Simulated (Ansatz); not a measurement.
Computed with Ansatz on PBE0-D4/def2-TZVP structures; ΔE is electronic, products minus reactants. CCSD(T)/CBS is the MP2 limit (def2-TZVPP, def2-QZVPP) plus CCSD(T) − MP2 in def2-TZVPP, frozen cores. Functionals use def2-TZVPP. B3LYP here is the variant with VWN-RPA as its local correlation; programs differ in this. Each species was taken in one conformer, which may not be the lowest.

`CCC[O][AlH2]` + `O[SiH2]O` → `O[SiH2][O][AlH2]` + `CCCO`  (ligand exchange at the Al–O bond)

```tsv
level	ΔE (kcal/mol)	difference from CCSD(T)/CBS
r2SCAN-D4	-5.0	0.5
B3LYP-D4	-5.1	0.4
r2SCAN0-D4	-5.6	-0.1
revPBE	-4.6	0.9
PBE0	-5.2	0.3
r2SCANh	-5.3	0.2
CAM-B3LYP	-5.4	0.1
MP2/def2-SVP	-5.4	0.1
CCSD/def2-TZVPP	-5.9	-0.4
CCSD(T)/def2-TZVPP	-5.5	0.0
CCSD(T)/CBS	-5.5	0
```

Largest T1 diagnostic among the species: 0.012.

Leaving LDA and LC-ωPBE aside and taking each functional with its dispersion term where it has one, the values, not all of them listed here, spread over 2.1 kcal/mol, from BHLYP-D4 to revPBE-D4. LDA lies +0.7 kcal/mol from PBE without D4. In def2-TZVPP, CCSD(T) changes the Hartree–Fock value by +1.9 kcal/mol (the triples alone add +0.4 kcal/mol) and MP2 by +2.2 kcal/mol.

CCSD(T)/CBS has its own doubt, a few kJ/mol and more with outer-core shells, so smaller differences from it don't rank the levels.
